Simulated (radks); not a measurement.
Values are calculated unless marked as measured or tabulated.
The gallium ion Ga+, [Ar] 3d10 4s2. Code: a radial shooting solver on a logarithmic mesh with Libxc functionals. Model: non-relativistic Kohn-Sham, LDA (Slater exchange, Perdew-Wang correlation), spin-polarised, spherical densities, point nucleus. Every spin shell is full or empty, so the densities are truly spherical. Functionals are evaluated on that one density, not self-consistently. Rank these orbital-free kinetic functionals by their error against the exact value of the orbitals, and give that value: Thomas-Fermi, von Weizsacker, TF + vW, TF + vW/9, TF + vW/5, LC94, APBEK, revAPBEK, Perdew 92, Pearson, LKT.

Answer. Exact: 1919.69 hartree. From best to worst, with 100 (|E| - |E exact|)/|E exact| (equal figures are ties): APBEK 0.00, LC94 -0.09, revAPBEK +0.23, Perdew 92 -0.84, TF + vW/9 -0.85, Pearson -1.26, TF + vW/5 +3.48, Thomas-Fermi -6.27, LKT +23.00, TF + vW +42.47, von Weizsacker -51.26.
